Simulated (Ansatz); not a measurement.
One change: `C[O][Sn]([F])([F])[c]1ccccc1` becomes `[F][Hf]([F])([F])[c]1ccccc1`.

Ansatz, PBE0-D4/def2-TZVP geometries, multiplicity 1. Each molecule was computed in one conformer, which needn't be the lowest.

Elements past krypton have def2 core potentials.

| property | `C[O][Sn]([F])([F])[c]1ccccc1` |
| --- | --- |
| HOMO–LUMO gap (PBE/def2-TZVPP) / eV | 4.35 |
| LUMO energy (PBE/def2-TZVPP) / eV | -2.25 |
| size of the dipole moment (PBE/def2-TZVPP) / D | 3.82 |
| LUMO energy (ωB97M-V/def2-TZVPP) / eV | 0.62 |
| HOMO–LUMO gap (PBE0/def2-TZVPP) / eV | 6.72 |
| size of the dipole moment (ωB97M-V/def2-TZVPP) / D | 3.85 |

Question: What does the change do to each property? (Best estimate.)

Answer: Computed: 
```csv
property,`[F][Hf]([F])([F])[c]1ccccc1`,shift
HOMO–LUMO gap (PBE/def2-TZVPP) / eV,4.32,-0.03
LUMO energy (PBE/def2-TZVPP) / eV,-2.35,-0.10
size of the dipole moment (PBE/def2-TZVPP) / D,1.88,-1.94
LUMO energy (ωB97M-V/def2-TZVPP) / eV,0.47,-0.15
HOMO–LUMO gap (PBE0/def2-TZVPP) / eV,6.11,-0.61
size of the dipole moment (ωB97M-V/def2-TZVPP) / D,1.68,-2.17
```

With PBE0 the HOMO rises by 0.41 eV and the LUMO falls by 0.20 eV, so the gap narrows by about 0.61 eV. PBE moves the HOMO by -0.06 eV and ωB97M-V by 0.43 eV. Dipoles are sizes alone; their direction can turn.
